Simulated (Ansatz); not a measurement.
Species: GaH2Cl, charge 0, singlet. GaH2Cl (SMILES [Cl][GaH2]).
B3LYP-D3(BJ)/def2-TZVP minimum from Ansatz (a first-principles code):
```xyz
4

Ga    -0.0129    -0.2311    -0.6714
H     -1.4237    -0.2679    -1.3286
H      1.3740    -0.6232    -1.2601
Cl     0.0264     0.4738     1.3765
```
Charge 0, spin multiplicity 1.

Total energies in hartree (Ansatz). UHF or UKS for unpaired electrons; spin-orbit terms are left out. Correlated methods leave the cores frozen (noble-gas shells, and filled d and f shells in the p block). No relativity. Where a partner has so few electrons that a lower coupled-cluster level is exact, that level stands in.

| species | HF/def2-TZVPP | CCSD(T)/def2-TZVPP | HF/def2-QZVPP | CCSD(T)/def2-QZVPP | CCSDT(Q)/def2-TZVPP |
|---|---|---|---|---|---|
| 1: GaH2Cl (SMILES [Cl][GaH2]) | -2383.97168 | -2384.28340 | -2384.02519 | -2384.36181 | -2384.28464 |
| 2: Ga (doublet) | -1923.22349 | -1923.27127 | -1923.26359 | -1923.31275 | -1923.27156 |
| 3: H (doublet) | -0.49981 | -0.49981 | -0.49998 | -0.49998 | -0.49981 |
| 4: Cl (doublet) | -459.47685 | -459.66464 | -459.48954 | -459.69535 | -459.66548 |

Work out the atomisation energy (electronic, to ground-state atoms) in kcal/mol: take Hartree-Fock from def2-QZVPP, extrapolate the CCSD(T) correlation energy as X^-3 (X = 3, 4), and add CCSDT(Q) - CCSD(T) in def2-TZVPP. 1 hartree = 627.51 kcal/mol.


Species 1: correlation (64·(-0.33662) - 27·(-0.31172))/37 = -0.35479; step -0.00124; E1 = -2384.02519 + (-0.35479) + (-0.00124) = -2384.38122
Species 2: correlation (64·(-0.04916) - 27·(-0.04778))/37 = -0.05017; step -0.00029; E2 = -1923.26359 + (-0.05017) + (-0.00029) = -1923.31405
Species 3: correlation (64·(0.00000) - 27·(0.00000))/37 = 0.00000; step +0.00000; E3 = -0.49998 + (0.00000) + (+0.00000) = -0.49998
Species 4: correlation (64·(-0.20581) - 27·(-0.18779))/37 = -0.21896; step -0.00084; E4 = -459.48954 + (-0.21896) + (-0.00084) = -459.70934
-1·E1 +1·E2 +2·E3 +1·E4 = 0.35787 hartree = 224.6 kcal/mol.
